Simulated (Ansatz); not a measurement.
Ansatz (an electronic-structure program) input (MP2/6-31G* with LANL2DZ past Ar): The .json file joins the Basis Set Exchange's 6-31G* for atoms up to Ar and LANL2DZ past it.

Ansatz 0.2 input:
```yaml
crystal:
  periodic: [false, false, false]
  atoms:
    - {symbol: In, position_ang: [-0.00000000, -0.00000000, -0.30051582]}
    - {symbol: F, position_ang: [0.00000000, 0.00000000, 1.63614168]}
basis:
  gaussian:
    orbitals: 6-31Gs+LANL2DZ.json
total_charge: 1
magnetization: {spin_polarized: true, initial_magnetization: 1}
correlation: {method: mp2, electrons: outside_noble_gas}
relax: {f_tol: 0.003, max_steps: 120}
```

**Question.** Predict the final energy.

**Answer.** -101.17083 Eh.
